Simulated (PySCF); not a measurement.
Ionising HgH

PBE; PySCF, scalar-relativistic core potentials, basis sets Hg def2-SVPD with ECP60, H def2-SVPD. Neutral (UKS): doublet (σ ↑), Re = 1.820 Å, ωe = 1151 cm⁻¹, De = 0.37 eV, HOMO -4.85 eV, LUMO -3.42 eV.

HgH⁺ (UKS): singlet (closed shell), Re = 1.614 Å, ωe = 1965 cm⁻¹, De = 2.82 eV to Hg⁺ + H. The energies at the minima are -154.06379 hartree for HgH and -153.76943 for HgH⁺.

Q: Work out the adiabatic ionisation energy, without and with harmonic zero-point energies (1 hartree = 27.2114 eV, 1 eV = 8065.5 cm⁻¹), and the change of the bond length.

A: At PBE: 0.29436 hartree = 8.010 eV between the minima; the zero-point term (1965.0 − 1151.0)/2 cm⁻¹ = +0.050 eV makes it 8.060 eV. Re changes by -20.6 pm against the neutral. The electron leaves a σ orbital, and the shorter bond of the ion fits an antibonding orbital, or a change in how ionic the bond is.

Weak bonds: HgH. Basis-set superposition, not corrected here, can be much of De in a small basis, most of all at correlated wavefunction levels. Spin–orbit coupling is left out. For an ion De counts to the pair picked by the measured ionisation energies or electron affinities, which need not be the lowest pair at this level. States were picked by a PBE0 search and need not be the measured ground states.
